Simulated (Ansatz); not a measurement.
Geometry optimisation, Ansatz 0.2.0, RKS PBE-D4/def2-SVP.

Input file:

```yaml
crystal:
  periodic: [false, false, false]
  atoms:
    - { symbol: F, position_ang: [-1.8823, 0.4297, -1.2906] }
    - { symbol: Sn, position_ang: [-0.2535, -0.0671, -0.4917] }
    - { symbol: S, position_ang: [0.0453, 1.156, 1.5547] }
    - { symbol: Cl, position_ang: [-0.228, -2.363, -0.0372] }
    - { symbol: H, position_ang: [1.0703, 0.2762, -1.6071] }
    - { symbol: H, position_ang: [0.03308, 2.41214, 0.86893] }
basis:
  gaussian: { orbitals: def2-SVP }
hamiltonian:
  xc: pbe
  dispersion: d4
relax:
  f_tol: 0.015
  max_steps: 40
```

Run as:

```bash
$ ansatz run input.yaml --threads 1 --pin off --max-ram 2048MiB --backend cpu --events-out ev --progress --plain --runs-dir out
```

Question: Where does it end, and by what steps?

Answer: It converged. After 4 steps the energy has fallen by 0.173 eV; H5 moved furthest, 0.12 Å.

```tsv
step	energy less start (eV)	largest force component (eV/Å)	accepted
0	0.0000	2.450	yes
1	-0.1379	0.765	yes
2	-0.1684	0.275	yes
3	-0.1727	0.047	yes
4	-0.1729	0.011	yes
```

```xyz
6
Properties=species:S:1:pos:R:3
F -1.872 0.418 -1.330
Sn -0.155 -0.035 -0.508
S 0.019 1.160 1.587
Cl -0.256 -2.321 0.034
H 1.033 0.263 -1.722
H 0.016 2.360 0.935
```

Time of the run: 7.8 s on 1 thread of AMD EPYC 9R45 96-Core Processor (Zen 5) (shared host), peak memory 0.16 GiB.
